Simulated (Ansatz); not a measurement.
Species: sum formula H$_{6}$BSiO$_{2}$, net charge 1, singlet state. It need not be the lowest isomer of its formula. 
Structure (B3LYP-D3(BJ)/def2-TZVP (Ansatz, a quantum-chemistry and plane-wave program) minimum search):
```xyz
10

O      0.5589     1.2713    -1.1081
B      0.3205     0.2692    -0.2851
O      1.6364    -0.4340    -0.0780
Si    -1.3061    -0.4756     0.6885
H     -0.1616     1.8563    -1.3740
H      2.4520    -0.1236    -0.5182
H      1.7485    -1.2147     0.4888
H     -2.2823    -0.8588    -0.3487
H     -0.8327    -1.6450     1.4612
H     -1.8041     0.6002     1.5663
```
Charge +1, spin multiplicity 1.

Total electronic energies in hartree. Valence correlation only, unless marked. No spin-orbit coupling. Non-relativistic unless marked X2C. Basis-set limits of correlation are two-point, X^-3; Hartree-Fock from the larger set. [CCSD(T)-MP2]/basis is that difference in the basis named.

| level | program | energy (Eh) |
|---|---|---|
| HF/STO-3G | Ansatz | -461.06294 |
| HF/cc-pVTZ | Ansatz | -466.73876 |
| PBE/def2-TZVPD | Ansatz | -467.91071 |
| revPBE-D3(BJ)/def2-TZVPD | Ansatz + dftd3 | -468.16653 |
| revPBE-D4/def2-TZVPD | Ansatz + dftd4 | -468.16696 |
| r2SCAN/def2-TZVPD | Ansatz | -468.15060 |
| r2SCAN-D3(BJ)/def2-TZVPD | Ansatz + dftd3 | -468.15233 |
| BHLYP-D4/def2-TZVPD | Ansatz + dftd4 | -468.19395 |
| r2SCAN0-D4/def2-TZVPD | Ansatz + dftd4 | -468.12595 |
| CAM-B3LYP-D3(BJ)/def2-TZVPD | Ansatz + dftd3 | -468.21702 |
| wB97M-V/def2-TZVPD | Ansatz | -468.18084 |
| PBE-QIDH/def2-TZVPD | Ansatz | -467.83697 |
| MP2/STO-3G | Ansatz | -461.22909 |
| MP2/cc-pV(D+d)Z | Ansatz | -467.22511 |
| RI-MP2/cc-pV(T+d)Z | Ansatz | -467.44122 |
| SCS-MP2/cc-pVTZ | Ansatz | -467.44093 |
| CCSD/STO-3G | Ansatz | -461.27440 |
| CCSD/6-31G | Ansatz | -466.89782 |
| CCSD/cc-pVTZ | Ansatz | -467.47534 |
| CCSD(T)/6-31G | Ansatz | -466.90494 |
| X2C-CCSD(T)/cc-pVTZ-DK | Ansatz | -468.21215 |
| RI-MP2/CBS(cc-pV(T+d)Z,cc-pV(Q+d)Z)+[CCSD(T)-MP2]/cc-pV(T+d)Z | Ansatz | -467.6113 |
| CCSD(T)/CBS(cc-pV(T+d)Z,cc-pV(Q+d)Z) | Ansatz | -467.6046 |

Totals of different functionals don't rank their quality; only differences between species are comparable.
